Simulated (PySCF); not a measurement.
Compound: C6H14SSi.
Atom-mapped SMILES: `[CH3:1][CH2:2][S:3][C@@H:4]1[CH2:5][Si@H:6]1[CH2:7][CH3:8]`

NICS is the negative of the GIAO shielding at a point without a nucleus: at the ring centre (0) and 1 Å above and below it (1); zz is the component along the ring normal. Level: GIAO PBE0/pcSseg-1 (PySCF, non-relativistic, gas phase) on the GFN2-xTB geometry, one conformer.

Ring bond lengths (Å), with Mayer bond orders in brackets: C4–C5 1.537 (0.85), C5–Si6 1.885 (0.96), Si6–C4 1.892 (0.86).

Q: What do the NICS probes read (ppm)?

A: 
```
     ring                                              type  NICS(0)  NICS(1), two faces  NICS(1)zz, two faces  rms pucker (Å)  centre to ring atoms, mean (Å)
C4–C5–Si6  3-membered ring with Si; formal bonds all single    -26.6         -8.1 / -7.3         -15.6 / -14.3            0.00                            1.02
```

Q: What do they say, and how far can they be read as aromaticity?

A: 
- C4–C5–Si6: mean NICS(1)zz -15.0 ppm, shielded. C4, C5, Si6 have four or more neighbours; no verdict on aromaticity is drawn. NICS(0) lies 19 ppm below the mean NICS(1).

Q: At the second NICS(1) probe listed for ring C4–C5–Si6, 1 Å off the ring, what do the in-plane components average?

A: The isotropic value is a third of the trace: (3 × -7.3 − (-14.3))/2 = -3.8 ppm.

Q: List the ring angles and the Hirshfeld charges of the ring atoms.

A: 
- C4–C5–Si6: C4 65.8° (-0.136 e), C5 66.2° (-0.179 e), Si6 48.0° (+0.338 e); sum 180.0° against 180° for a flat convex ring.

Q: What are the shieldings of the ring atoms and their hydrogens in the same run (means over atoms taken as equivalent)?

A: 
| atoms | environment | σ isotropic (ppm) | principal values of the symmetric part, first atom (ppm) |
| --- | --- | --- | --- |
| C4 | sp3 carbon bound to sulfur | 172.7 | 139.7, 169.6, 208.9 |
| C5 | sp3 carbon bound to silicon | 178.0 | 140.6, 183.4, 210.0 |
| Si6 | SiH silicon | 451.9 | 332.6, 349.8, 673.2 |
| H on C4 | methine hydrogen | 29.37 | 21.8, 29.7, 36.5 |
| H on C5 | methylene hydrogen | 30.64 | 25.9, 26.6, 39.4 |
| H on C5 | methylene hydrogen | 31.26 | 25.9, 29.0, 38.8 |
| H on Si6 | Si–H hydrogen | 28.63 | 22.6, 27.7, 35.6 |

The values belong to the conformer `[CH3:1][CH2:2][S:3][C@@H:4]1[CH2:5][Si@H:6]1[CH2:7][CH3:8]`: C1–C2–S3–C4 -70°, C2–S3–C4–C5 -69°, C5–Si6–C7–C8 -97°.
